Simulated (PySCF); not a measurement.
Peak assignment

Structure with atom numbers: `[NH2:1][P:2]1[CH2:3][c:4]2[cH:5][cH:6][cH:7][cH:8][c:9]2[CH2:10]1`. Each H is labelled by its parent atom.

Computed data (PySCF 2.14): structure optimised with GFN2-xTB, GIAO PBE0/pcSseg-1 shieldings. Non-relativistic Hamiltonian, no solvent, equivalent nuclei averaged, one conformer.

Shifts are taken against calculated references (same method and geometry level): ¹³C and ¹H vs TMS.

Question: Assign these signals to the numbered atoms. ¹³C{¹H} NMR (computed): δ 146.2, 133.8, 132.0, 45.7.

Answer: 
146.2 → C4/C9, substituted aromatic carbon
133.8 → C5/C8, aromatic CH: the aromatic region
132.0 → C6/C7, aromatic CH
45.7 → C3/C10, sp3 CH2 bonded to P, on an aromatic ring

C5/C8 and C6/C7 lie closer than the usual error of such a calculation, so a measured spectrum could show them in the other order.

Question: Assign these signals to the numbered atoms. ¹H NMR (600 MHz, computed): δ 7.71 (m, 2H), 7.47 (m, 2H), 3.04 (m, 4H), 1.03 (br s, 2H).

Answer: 
7.71 → H(C5)/H(C8), hydrogen on an aromatic CH: it sits in the deshielding region of the aromatic ring current
7.47 → H(C6)/H(C7), hydrogen on an aromatic CH
3.04 → H(C3)/H(C10), hydrogen on an sp3 CH2 bonded to P, on an aromatic ring: benzylic-type position, deshielded by the ring
1.03 → H(N1), hydrogen on a nitrogen bonded to P: labile proton, position sensitive to the medium

OH/NH shifts are gas-phase values; hydrogen bonding in solution moves them, usually downfield. Splittings by ³¹P in the carbon and heteronuclear signals aren't shown, as no couplings were computed. Shifts are as computed. Against solution values, carbons near 30 ppm lie about +3 ppm off and those near 130 ppm about +5 ppm. Of 1211 compounds with measured shifts, 218 miss one by over three times the rms of a fit or turn the order of signals round; such compounds aren't used in these exercises. No couplings were computed; multiplicities are counted from neighbouring protons, with m where these are inequivalent, close in shift, in a saturated or five-membered ring or joined by F or P, and br s for small geminal =CH2 splittings.
